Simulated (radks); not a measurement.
Problem. Numerical settings for the phosphorus ion P3+, [Ne] 3s2. Method: scalar-relativistic Kohn-Sham, PBEsol, spin-polarised, spherical densities, point nucleus; computed with a radial shooting solver on a logarithmic mesh with Libxc functionals. The defaults (mesh step 0.008 in ln r, mesh end at 40 bohr or more with all orbitals vanishing there, Anderson mixing 0.5 over 9 steps, residual threshold near 1e-9 with the energy settled to 1e-9 hartree or 1e-11 of itself, here a cap of 96 iterations) give E = -339.1630 hartree and 3s at -45.554 eV in 14 iterations. Run on one thread of a shared host, so times are rough (Arm Neoverse V1): 0.1 s of CPU time, 0.1 s wall, 14 iterations on 2476 mesh points. One setting is changed at a time: mesh step in ln r 0.2; mesh step in ln r 0.08; mesh step in ln r 0.012; mesh end (bohr) 12; mesh end (bohr) 20; residual threshold 0.001; residual threshold 0.1; mixing 1.5; linear mixing, mixing 0.05; linear mixing, mixing 0.8; mixing history 20; iteration cap 8. Which runs fail to converge, and which converge to a wrong energy?

Solution. Not converged within the cap: mesh step in ln r 0.2; mesh step in ln r 0.08; linear mixing, mixing 0.05; iteration cap 8. No run marked as converged misses the energy by more than 1 mhartree.
